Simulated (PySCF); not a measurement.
Gas-phase reaction: InH2Cl + 2 InCl2 ⇌ 2 InHCl2 + InCl

Method: PySCF energies (xtb for GFN2) plus ideal-gas RRHO corrections (1 bar). † marks an energy on the PBE0/def2-TZVP geometry and frequencies; other levels use their own. CCSD(T) freezes the core. Open shells (unrestricted): InCl2 (multiplicity 2); the rest are closed-shell singlets. GFN2 has no spin-polarisation term. In: scalar-relativistic def2 core potential, no spin-orbit coupling. InH2Cl, InCl2, InHCl2: computed as isolated molecules; such fragments, hydroxides, amides, oligomers or adducts are transient or little studied in the gas. CCSD(T) isn't extrapolated to the basis-set limit.

```json
[
 {"level": "CCSD(T)/def2-SVP†", "ΔH°(298 K), kJ": "[?]"},
 {"level": "CCSD(T)/def2-TZVPP†", "ΔH°(298 K), kJ": "-201"},
 {"level": "GFN2-xTB", "ΔH°(298 K), kJ": "-164"},
 {"level": "r2SCAN/def2-TZVP†", "ΔH°(298 K), kJ": "-172"},
 {"level": "LDA/def2-TZVP†", "ΔH°(298 K), kJ": "[?]"}
]
```

Problem. Fill in the missing entries.

Solution. 
- CCSD(T)/def2-SVP†, ΔH°(298 K), kJ: -191
- LDA/def2-TZVP†, ΔH°(298 K), kJ: -190
